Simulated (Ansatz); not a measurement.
CH3FSn, SMILES `[CH3][Sn][F]`. Total charge 0; spin multiplicity 1. Sn takes the def2 core potential.

```xyz
6

C     0.449    0.281    0.373
Sn   -0.173   -0.372   -1.606
F    -1.875   -1.066   -0.951
H     0.434   -0.579    1.050
H    -0.279    1.005    0.751
H     1.444    0.731    0.384
```

Problem. What are the harmonic wavenumbers in cm⁻¹ at PBE0-D4/def2-TZVP (Ansatz, finite differences of forces, unscaled)? (Best estimate.)

Solution. Computed: 49, 175, 492, 547, 574, 676, 1186, 1427, 1430, 3035, 3121, 3143.

Problem. Is this a minimum?

Solution. Yes, all 12 modes are real.

Problem. Give the ideal-gas thermochemistry at 298.15 K and 1 bar (rigid rotor, harmonic oscillator; point group Cs, symmetry number 1).

Solution. Zero-point energy 94.8 kJ/mol; H(298) − E = 110.5 kJ/mol; entropy 314.8 J/(mol·K), of which translation 171.6, rotation 104.0, vibration 39.2; G(298) − E = 16.6 kJ/mol. Modes under 100 cm⁻¹ are hindered rotations or soft bends, so the harmonic entropy is rough.
